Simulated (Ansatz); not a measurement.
Ansatz (a quantum-chemistry and plane-wave program) input (CCSD(T)/cc-pVTZ):

Ansatz 0.2 input:
```yaml
crystal:
  periodic: [false, false, false]
  atoms:
    - {symbol: O, position_ang: [-0.31353732, -1.95272628, 0.55223254]}
    - {symbol: B, position_ang: [0.22373426, -0.79731596, 0.23146656]}
    - {symbol: O, position_ang: [1.70759714, -0.90769298, 0.28823018]}
    - {symbol: Br, position_ang: [-0.44125697, 0.88096830, -0.25905311]}
    - {symbol: H, position_ang: [-1.27491745, -2.05275187, 0.56443560]}
    - {symbol: H, position_ang: [2.30397983, -0.16535340, 0.08641517]}
    - {symbol: H, position_ang: [2.14378157, -1.74585136, 0.53497335]}
basis:
  gaussian:
    orbitals: cc-pVTZ
total_charge: 1
magnetization: {spin_polarized: false}
correlation: {method: ccsd_t, electrons: outside_noble_gas}
```

Output:

```
Functional definition: HF
integrals: 0.55 GiB planned
1073 factors; integrals over basis functions are off by at most 1.1e-3 eV
1.45 GiB of device memory are held for the factors and their scratch space
mean field: 0.84 GiB planned
mean field evaluation 1: about -74786.2713 eV, gradient 5.8e1 eV
mean field evaluation 2: about -74786.4461 eV, gradient 5.8e1 eV
mean field evaluation 4: about -74791.8542 eV, gradient 3.2e0 eV
mean field evaluation 8: about -74791.8916 eV, gradient 2.6e-1 eV
mean field evaluation 16: about -74786.2715 eV, gradient 5.8e1 eV
mean field -74791.89187259 eV, -2748.5513305526 hartree, gradient 1.4e-6 eV, S^2 0.000000; 0 other end points of the search recorded, 0 dependent functions left out
17 core orbitals not correlated
reference -74791.89187259 eV, -2748.5513305526 hartree; 12, 12 occupied and 146, 146 virtual orbitals, 1073 factors
second order -19.93224484 eV of doubles, -0.00000000 eV of singles
coupled cluster: 3.55 GiB planned
cycle   1  -20.05212582 eV  change   -1.2e-1 eV  update   8.7e-2
cycle   2  -20.45478853 eV  change   -4.0e-1 eV  update   2.4e-2
cycle   3  -20.54566318 eV  change   -9.1e-2 eV  update   1.3e-2
cycle   4  -20.53172962 eV  change    1.4e-2 eV  update   3.2e-3
cycle   5  -20.53115900 eV  change    5.7e-4 eV  update   1.4e-3
cycle   6  -20.53153606 eV  change   -3.8e-4 eV  update   3.7e-4
cycle   7  -20.53122224 eV  change    3.1e-4 eV  update   1.3e-4
cycle   8  -20.53119770 eV  change    2.5e-5 eV  update   3.6e-5
cycle   9  -20.53121265 eV  change   -1.5e-5 eV  update   1.3e-5
perturbative correction -0.76394481 eV, -0.0280744539 hartree
Total energy: -74813.18703005 eV, -2749.3339131550 hartree
```

It need not be the lowest isomer of its formula.
